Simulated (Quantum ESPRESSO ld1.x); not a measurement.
The numbers below are computed, except where a source is named.
Q: These are the eigenvalues of the occupied orbitals of an atom or ion with whole-number occupations (eV). Code: ld1.x of Quantum ESPRESSO 7.5. Model: Dirac Kohn-Sham, PBEsol, spin-unpolarised, spherical densities, point nucleus.

orbital  eigenvalue
1s1/2      -90520.2
2s1/2      -16272.5
2p1/2      -15634.5
2p3/2      -13315.5
3s1/2      -3948.60
3p1/2      -3660.65
3p3/2      -3141.46
3d3/2      -2670.20
3d5/2      -2560.12
4s1/2      -927.565
4p1/2      -802.467
4p3/2      -674.415
4d3/2      -471.136
4d5/2      -447.240
5s1/2      -185.387
4f5/2      -183.343
4f7/2      -177.851
5p1/2      -141.983
5p3/2      -117.222
5d3/2      -56.6443
5d5/2      -53.5847
6s1/2      -40.0601

Which element is it, and in what charge state? The configuration may be excited. Open shells, if any, fill j = l - 1/2 first.

A: Z = 83, bismuth, charge +3: Bi3+ in [Hg]. The list shows which subshells hold electrons but not how many an open one holds; the 1s level, -3326.6 hartree, gives Z - s = 81.6 by -(Z - s)^2/2, which with screening and relativity narrows Z to a few neighbours, and the depths of the outer levels then fix element, charge and occupations together.
